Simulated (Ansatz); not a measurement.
Two structures, one formula

Two relaxed structures of NaMgSiH2F, closed shell (PBE0-D4/def2-TZVP; forces vanish, vibrations not checked).

A:

F1  (-0.247, -2.382, 0.564)
Mg2  (-0.418, -0.741, -0.335)
Si3  (0.821, 1.598, -0.076)
Na4  (-1.678, -3.344, -0.623)
H5  (-1.705, -1.432, -1.486)
H6  (-0.310, 2.050, 0.861)
(Å)

B:

```json
{"atom": "F1", "x (Å)": "-0.4275", "y (Å)": "-2.4254", "z (Å)": "0.3616"}
{"atom": "Mg2", "x (Å)": "0.7510", "y (Å)": "-1.1025", "z (Å)": "0.9104"}
{"atom": "Si3", "x (Å)": "0.0503", "y (Å)": "1.0765", "z (Å)": "-0.2705"}
{"atom": "Na4", "x (Å)": "-1.6075", "y (Å)": "-1.1572", "z (Å)": "-0.9473"}
{"atom": "H5", "x (Å)": "1.3272", "y (Å)": "1.5495", "z (Å)": "-0.9184"}
{"atom": "H6", "x (Å)": "-0.0934", "y (Å)": "2.0592", "z (Å)": "0.8642"}
```

Computed with Ansatz 0.2.0 (basis: def2-TZVPP); correlated methods freeze the cores. The outer core shell of Li, Na, Mg and K is correlated. The def2 sets are not built for correlating such inner shells, so the correlated values are less sure here. B3LYP uses VWN-RPA correlation.

(1) Which structure is lower at CCSD(T), and by how much? (An estimate is asked for; the value comes from the calculation.)

No T1 diagnostic of these runs exceeds 0.013. The restricted Hartree–Fock reference is unstable towards an unrestricted one at one or more of these structures.

## Answers

(1) By the calculation: B, by 1.218 eV (electronic energy, against the other). By their contacts, A is NaMgSiH₂F ([SiH][Mg]12[H][Na]1[F]2) and B is NaMgSiH₂F ([F]1[Na]2[SiH2][Mg]12).

All methods give the same order:

```json
{"method": "PBE-D4", "E(B) − E(A) (eV)": "-1.488"}
{"method": "r2SCAN-D4", "E(B) − E(A) (eV)": "-1.456"}
{"method": "PBE0-D4", "E(B) − E(A) (eV)": "-1.402"}
{"method": "B3LYP-D4", "E(B) − E(A) (eV)": "-1.244"}
{"method": "wB97M-V", "E(B) − E(A) (eV)": "-1.167"}
{"method": "HF", "E(B) − E(A) (eV)": "-0.827"}
{"method": "MP2", "E(B) − E(A) (eV)": "-1.326"}
{"method": "CCSD", "E(B) − E(A) (eV)": "-1.124"}
{"method": "CCSD(T)", "E(B) − E(A) (eV)": "-1.218"}
```

Labels in which every atom is bracketed show which atoms are joined, not bond orders.

For scale, one of the runs: CCSD(T)/def2-TZVPP, 165 basis functions, launched by `ansatz run in.yaml --threads 2 --pin off --events-out ev --progress --plain --max-ram 4352MiB`. Time: 72 s of wall clock on 2 CPU threads of an Arm Neoverse V2; the host was shared. Peak host memory: 1.6 GiB.
